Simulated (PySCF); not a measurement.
**Dipole response of Tc³⁸⁺ (technetium, charge +38)**

[He] 2s2 2p1, 2P determinant. All numbers are calculated (PySCF 2.14, scalar relativity by spin-free X2C-1e, in an even-tempered Gaussian basis (19 s from 14 bohr⁻², ratio 2.2; 12 p from 18 bohr⁻², ratio 2.2; 6 d from 72 bohr⁻², ratio 2.4; 5 f from 110 bohr⁻², ratio 2.4; 4 g from 160 bohr⁻², ratio 2.4)). Coupled (time-dependent) response in atomic units; α is the mean over directions.

| method | mean α (bohr³) | α xx, yy, zz | C₆ (like pair) | S(−4) |
| --- | --- | --- | --- | --- |
| UHF | 0.001825 | 0.002070, 0.001335, 0.002070 | 2.617e-05 | 2.152e-05 |
| PBE0 | 0.001791 | 0.002038, 0.001298, 0.002038 | 2.541e-05 | 2.081e-05 |

S(−4) is the Cauchy moment in α(ω) = α(0) + S(−4) ω² + …

Spin-orbit coupling is absent.

α(iu) at PBE0:

```
u (hartree)  α(iu) (bohr³)
          0       0.001791
       1.00       0.001771
       2.00       0.001712
       4.00       0.001514
       6.00       0.001275
       8.00       0.001051
       10.0      0.0008648
       15.0      0.0005583
       20.0      0.0003960
       30.0      0.0002494
       50.0      0.0001559
```

A single London oscillator, α(iu) = α/(1 + u²/ω²), gives C₆ = (3/4) ω α². Matching the computed C₆ needs ω = 4 × 2.541e-05 / (3 × 0.001791²) = 10.6 hartree.

For an ion, C₆ is the dispersion term alone; charge-induced terms of lower order in 1/R come first.

The components differ because the open shell of this determinant is not spherical; for a pure term their mean is the scalar polarisability.

Spin-orbit coupling, absent here, splits the open shell strongly.
